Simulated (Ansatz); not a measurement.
Mulliken charges of `B1C=CO1` from PBE/def2-TZVPP in Ansatz (PBE0-D4/def2-TZVP geometry).

| atom | x (Å) | y (Å) | z (Å) | charge (e) |
| --- | --- | --- | --- | --- |
| B1 | -0.803 | 0.329 | -0.471 | 0.173 |
| C2 | 0.009 | 0.310 | 0.827 | -0.211 |
| C3 | 0.561 | -0.672 | 0.091 | 0.098 |
| O4 | -0.389 | -0.977 | -0.885 | -0.278 |
| H5 | -1.316 | 1.129 | -1.187 | 0.002 |
| H6 | 0.451 | 0.935 | 1.584 | 0.096 |
| H7 | 1.547 | -1.122 | -0.005 | 0.119 |

Question: By hand: the dipole of these point charges (1 e Å = 4.8032 D).

Answer: Σ q r = (0.247, 0.156, 0.148) e Å, of length 0.327 e Å = 1.57 D.

Question: How does the dipole of the full density compare? (An estimate is asked.)

Answer: Ansatz gave: (0.264, 0.107, 0.137) e Å, 1.52 D; the point charges give 1.03 times that, at 9° from its direction.

Point charges leave out the atoms' own dipoles, such as those of lone pairs, and Mulliken's split depends on the basis, so the close match here is no proof of good charges.
